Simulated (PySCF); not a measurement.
H₂BBrO₂, singlet, at a GFN2-xTB geometry; SVWN5/6-31G*, polarisability in PySCF.

Input for PySCF:
```python
from pyscf import gto, scf, dft
from pyscf.prop import polarizability

mol = gto.Mole()
mol.atom = '''
    B     0.63016015    0.69553097   -0.00673031
    Br   -0.65351999   -0.70845424    0.00049872
    O     0.31611294    1.77672235   -0.72296485
    H     0.94539192    2.49728478   -0.74279122
    O     1.78376744    0.59968450    0.67095821
    H     1.97796385   -0.19029600    1.17504071
'''
mol.basis = '6-31g*'
mol.verbose = 4
mol.build()

mf = dft.RKS(mol)
mf.xc = 'lda,vwn'
mf.kernel()
alpha = mf.Polarizability().polarizability()[2, 2]
print('alpha_zz =', alpha)
```

The log (banner, timings and long lists left out):

```
site-packages/pyscf/prop/efg/rhf.py:45: UserWarning: Module EFG is under testing
  warnings.warn('Module EFG is under testing')
site-packages/pyscf/prop/efg/dhf.py:30: UserWarning: Module EFG is under testing
  warnings.warn('Module EFG is under testing')
site-packages/pyscf/prop/zfs/uhf.py:40: UserWarning: Module ZFS is under testing
  warnings.warn('Module ZFS is under testing')
site-packages/pyscf/prop/gtensor/uhf.py:43: UserWarning: Module g-tensor is under testing
  warnings.warn('Module g-tensor is under testing')
site-packages/pyscf/prop/gtensor/uks.py:41: UserWarning: Module g-tensor is under testing
  warnings.warn('Module g-tensor is under testing')
site-packages/pyscf/prop/hfc/uks.py:35: UserWarning: Module HFC is under testing
  warnings.warn('Module HFC is under testing')
site-packages/pyscf/prop/magnetizability/rhf.py:39: UserWarning: Module magnetizability is under testing
  warnings.warn('Module magnetizability is under testing')
site-packages/pyscf/prop/magnetizability/uhf.py:37: UserWarning: Module magnetizability is under testing
  warnings.warn('Module magnetizability is under testing')
site-packages/pyscf/prop/magnetizability/rks.py:37: UserWarning: Module magnetizability is under testing
  warnings.warn('Module magnetizability is under testing')
site-packages/pyscf/prop/magnetizability/uks.py:39: UserWarning: Module magnetizability is under testing
  warnings.warn('Module magnetizability is under testing')
site-packages/pyscf/prop/polarizability/uhf.py:34: UserWarning: Module polarizability is under testing
  warnings.warn('Module polarizability is under testing')
site-packages/pyscf/prop/polarizability/rks.py:29: UserWarning: Module polarizability is under testing
  warnings.warn('Module polarizability is under testing')
site-packages/pyscf/prop/polarizability/uks.py:29: UserWarning: Module polarizability is under testing
  warnings.warn('Module polarizability is under testing')
PySCF version 2.14.0

[INPUT] verbose = 4
[INPUT] num. atoms = 6
[INPUT] num. electrons = 58
[INPUT] charge = 0
[INPUT] spin (= nelec alpha-beta = 2S) = 0
[INPUT] symmetry False subgroup None
[INPUT] Mole.unit = angstrom
[INPUT] Symbol           X                Y                Z      unit          X                Y                Z       unit  Magmom
[INPUT]  1 B      0.630160150000   0.695530970000  -0.006730310000 AA    1.190830098115   1.314363044453  -0.012718442633 Bohr   0.0
[INPUT]  2 Br    -0.653519990000  -0.708454240000   0.000498720000 AA   -1.234973798028  -1.338784485387   0.000942444213 Bohr   0.0
[INPUT]  3 O      0.316112940000   1.776722350000  -0.722964850000 AA    0.597366881031   3.357518640894  -1.366205564187 Bohr   0.0
[INPUT]  4 H      0.945391920000   2.497284780000  -0.742791220000 AA    1.786531809177   4.719184289245  -1.403671973532 Bohr   0.0
[INPUT]  5 O      1.783767440000   0.599684500000   0.670958210000 AA    3.370831931517   1.133239466147   1.267927257928 Bohr   0.0
[INPUT]  6 H      1.977963850000  -0.190296000000   1.175040710000 AA    3.737809960790  -0.359607322600   2.220505127114 Bohr   0.0

nuclear repulsion = 226.51476941749
number of shells = 34
number of NR pGTOs = 184
number of NR cGTOs = 78
basis = 6-31g*
ecp = {}

******** <class 'pyscf.dft.rks.RKS'> ********
method = RKS
initial guess = minao
damping factor = 0
level_shift factor = 0
DIIS = <class 'pyscf.scf.diis.CDIIS'>
diis_start_cycle = 1
diis_space = 8
diis_damp = 0
SCF conv_tol = 1e-09
SCF conv_tol_grad = None
SCF max_cycles = 50
direct_scf = True
direct_scf_tol = 1e-13
XC library pyscf.dft.libxc version 7.1.2
    S. Lehtola, C. Steigemann, M. J. T. Oliveira, and M. A. L. Marques,  SoftwareX 7, 1–5 (2018)
XC functionals = lda,vwn
    P. A. M. Dirac,  Math. Proc. Cambridge Philos. Soc. 26, 376 (1930)
    F. Bloch,  Z. Phys. 57, 545 (1929)
    S. H. Vosko, L. Wilk, and M. Nusair,  Can. J. Phys. 58, 1200 (1980)
radial grids:
    Treutler-Ahlrichs [JCP 102, 346 (1995); DOI:10.1063/1.469408] (M4) radial grids

becke partition: Becke, JCP 88, 2547 (1988); DOI:10.1063/1.454033
pruning grids: <function nwchem_prune>
grids dens level: 3
symmetrized grids: False
atomic radii adjust function: <function treutler_atomic_radii_adjust>
small_rho_cutoff = 0
Set gradient conv threshold to 3.16228e-05
Initial guess from minao.
tot grids = 82256
init E= -2744.98866532673
  HOMO = -0.318904057294444  LUMO = -0.0631900989761887  gap/eV = 6.95833
cycle= 1 E= -2745.40728499947  delta_E= -0.419  |g|= 0.967  |ddm|=  2.5
  HOMO = -0.113805196878596  LUMO = 0.0598664590570603  gap/eV = 4.72585
cycle= 2 E= -2744.96085076148  delta_E= 0.446  |g|=  1.8  |ddm|=  1.9
  HOMO = -0.231840800004867  LUMO = 0.0157975317475856  gap/eV = 6.73858
cycle= 3 E= -2745.5731150244  delta_E= -0.612  |g|= 0.131  |ddm|= 1.37
  HOMO = -0.260082284956211  LUMO = 0.00310404246891949  gap/eV = 7.16166
cycle= 4 E= -2745.57773246456  delta_E= -0.00462  |g|= 0.0478  |ddm|= 0.228
  HOMO = -0.25410786400445  LUMO = 0.00646060868514109  gap/eV = 7.09043
cycle= 5 E= -2745.57812213937  delta_E= -0.00039  |g|= 0.0213  |ddm|= 0.0575
  HOMO = -0.253131707971781  LUMO = 0.0070405307661785  gap/eV = 7.07965
cycle= 6 E= -2745.57817991435  delta_E= -5.78e-05  |g|= 0.0112  |ddm|= 0.0215
  HOMO = -0.253495363937793  LUMO = 0.00679551414130586  gap/eV = 7.08288
cycle= 7 E= -2745.57820152033  delta_E= -2.16e-05  |g|= 0.000697  |ddm|= 0.0078
  HOMO = -0.253455593302982  LUMO = 0.0067328274958518  gap/eV = 7.08009
cycle= 8 E= -2745.57820161221  delta_E= -9.19e-08  |g|= 0.000198  |ddm|= 0.000755
  HOMO = -0.253475487073644  LUMO = 0.00674894706099227  gap/eV = 7.08107
cycle= 9 E= -2745.57820162049  delta_E= -8.28e-09  |g|= 7.49e-05  |ddm|= 0.000306
  HOMO = -0.253472769193174  LUMO = 0.00674078425248315  gap/eV = 7.08077
cycle= 10 E= -2745.57820162218  delta_E= -1.69e-09  |g|= 1.21e-05  |ddm|= 0.000119
  HOMO = -0.253472878574381  LUMO = 0.00674136913458945  gap/eV = 7.08079
cycle= 11 E= -2745.57820162223  delta_E= -5.23e-11  |g|= 3.46e-06  |ddm|= 2.12e-05
  HOMO = -0.253472951828598  LUMO = 0.00674143385255288  gap/eV = 7.08079
Extra cycle  E= -2745.57820162221  delta_E= 1.36e-11  |g|= 3.74e-06  |ddm|= 7.66e-06
converged SCF energy = -2745.57820162221
Isotropic polarizability 32.5456681442
Polarizability anisotropy 12.1087253212
alpha_zz = 24.675584928144545
```
